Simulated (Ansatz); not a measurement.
A search over several starts for the lowest SCF solution of the cluster Sc3⁺ at the given spin, in a small basis.

```yaml
crystal:
  periodic: [false, false, false]
  atoms:
    - {symbol: Sc, position_ang: [-1.516232, 0.335805, -0.479329]}
    - {symbol: Sc, position_ang: [1.314169, 0.369039, -0.971053]}
    - {symbol: Sc, position_ang: [0.202054, -0.704844, 1.450392]}
basis:
  gaussian: {orbitals: def2-SVP}
total_charge: 1
hamiltonian: {xc: pbe0, dispersion: d4}
output: {orbitals: {seedname: orbitals}}
```

```sh
$ ansatz run in.yaml --threads 4 --pin off --events-out ev --progress --plain --max-ram 3916MiB
```

Shortened log:

```
Functional definition: PBE0
1044 factors; integrals over basis functions are off by at most 5.5e-4 eV
mean field evaluation 1: about -62057.2657 eV, gradient 4.4e1 eV
mean field evaluation 2: about -62037.8388 eV, gradient 7.9e1 eV
mean field evaluation 4: about -62056.3097 eV, gradient 5.0e1 eV
mean field evaluation 8: about -62065.1211 eV, gradient 4.8e-1 eV
mean field evaluation 16: about -62065.1508 eV, gradient 1.0e-2 eV
mean field evaluation 32: about -62064.8103 eV, gradient 3.2e0 eV
mean field -62065.15081473 eV, -2280.8522231711 hartree, gradient 2.2e-5 eV, S^2 0.000000; 5 other end points of the search recorded, 0 dependent functions left out
reference -62065.15084633 eV, -2280.8522243326 hartree; 31, 31 occupied and 62, 62 virtual orbitals, 1044 factors
Total energy: -62065.20427016 eV, -2280.8541876219 hartree
```

Hardware: 4 threads of Arm Neoverse V2 on a shared host. Wall time 3.6 s.

A triplet lies near this restricted singlet, and broken spin symmetry wasn't tried. At PBE0-D4/def2-TZVP a triplet of charge 1 lies 0.40 eV below the restricted singlet at the same geometry. That triplet is doubtful there (⟨S²⟩ 2.79, where a pure state has 2.00). The structure comes from a short search, and lower isomers may exist.
